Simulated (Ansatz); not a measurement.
The cluster ZnAg6⁻. Charge -1, multiplicity 2. Geometry PBE-D4/def2-SVPD.

```xyz
7

Zn    0.328    1.206   -0.457
Ag    0.601   -0.136    1.824
Ag   -0.697   -0.442   -2.223
Ag   -2.118    1.824   -1.487
Ag   -1.731    1.127    1.169
Ag    2.277   -2.330    1.769
Ag    1.341   -1.249   -0.595
```

In the def2 sets Ag takes a core potential; there is no spin–orbit coupling. LC-ωPBE has ω = 0.4 bohr⁻¹. No other spin state of charge -1 was run. Another isomer (doublet) lies 0.46 eV lower at PBE0-D4/def2-SVP; other spin states weren't run for this one.

Q: Estimate the α-spin orbital energies around the gap (eV) in Ansatz with PBE-D4/def2-SVP, r2SCAN-D4/def2-SVP, r2SCANh-D4/def2-SVP, PBE0-D4/def2-SVP, LC-ωPBE/def2-SVP.

A: 
| orbital | PBE-D4/def2-SVP | r2SCAN-D4/def2-SVP | r2SCANh-D4/def2-SVP | PBE0-D4/def2-SVP | LC-ωPBE/def2-SVP |
| --- | --- | --- | --- | --- | --- |
| HOMO−5 | -3.30 | -3.54 | -4.16 | -4.84 | -7.40 |
| HOMO−4 | -3.09 | -3.32 | -3.94 | -4.68 | -7.14 |
| HOMO−3 | -2.29 | -2.36 | -2.63 | -2.95 | -4.89 |
| HOMO−2 | -1.59 | -1.68 | -1.90 | -2.10 | -3.70 |
| HOMO−1 | -0.85 | -0.92 | -1.09 | -1.25 | -2.67 |
| HOMO | -0.38 | -0.50 | -0.67 | -0.78 | -2.24 |
| LUMO | 0.44 | 0.56 | 0.79 | 1.09 | 2.72 |
| LUMO+1 | 0.96 | 1.07 | 1.28 | 1.55 | 3.04 |
| LUMO+2 | 1.17 | 1.28 | 1.48 | 1.70 | 3.23 |
| LUMO+3 | 1.72 | 1.82 | 2.02 | 2.27 | 3.77 |
| LUMO+4 | 1.80 | 1.93 | 2.11 | 2.34 | 3.81 |
| LUMO+5 | 2.28 | 2.43 | 2.63 | 2.85 | 4.35 |
| β HOMO | -0.75 | -0.75 | -0.91 | -1.08 | -2.45 |
| β LUMO | -0.04 | 0.14 | 0.39 | 0.68 | 2.58 |
